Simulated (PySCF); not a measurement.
Bi(OH)3 (BiH₃O₃), SMILES [OH][Bi]([OH])[OH]. Atoms are numbered in the order given.

```xyz
7

Bi     0.0000     0.0000     0.2940
O      0.0443     1.7728    -0.8268
H      0.7128     1.6419    -1.5199
O      1.5132    -0.9247    -0.8268
H      1.0655    -1.4383    -1.5199
O     -1.5574    -0.8481    -0.8268
H     -1.7783    -0.2036    -1.5199
```
Charge 0, spin multiplicity 1.

Geometry: r2SCAN-D4/def2-SVP. The def2 effective core potentials stand for the cores of Bi; spin–orbit coupling is left out. The values are those of a single conformer.

Computed with IEF-PCM-ωB97X/def2-SVP (PySCF).

The values are the electrostatic part of the solvation free energy, E(continuum) − E(gas) at the gas-phase geometry, in a cavity of scaled van der Waals radii (PySCF's table); cavitation and dispersion terms are not included. A continuum can't describe solvent molecules that bind to the metal. In vacuum the orbital gap is 11.35 eV. The dipole moment in vacuum is 1.21 D.

```json
[
 {"solvent": "water", "ε": "78.36", "ΔG(elec) (kcal/mol)": "-12.6", "dipole (D)": "1.69", "gap (eV)": "11.59"},
 {"solvent": "1-octanol", "ε": "9.86", "ΔG(elec) (kcal/mol)": "-10.9", "dipole (D)": "1.63", "gap (eV)": "11.56"},
 {"solvent": "acetone", "ε": "20.49", "ΔG(elec) (kcal/mol)": "-11.9", "dipole (D)": "1.67", "gap (eV)": "11.58"}
]
```
